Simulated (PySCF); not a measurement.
A structure optimised at PBE-D3(BJ)/def2-SVP, used in a PySCF frequency run:

```xyz
7

Si     0.3255    -0.6460     0.5228
N      2.0143    -0.8047     0.2327
Cl    -0.8989    -1.9290    -0.5837
Br    -0.2371     1.4435    -0.0251
H      0.0412    -0.9131     1.9624
H      2.4867    -1.6559     0.5513
H      2.3961    -0.4853    -0.6618
```
Charge 0, spin multiplicity 1.

Task: Write its SMILES and formula.

Result: N[SiH](Cl)Br, BrClH3NSi

Task: What are its rotational constants (standard atomic weights)?

Result: 3.9522, 1.4994, 1.1542 GHz
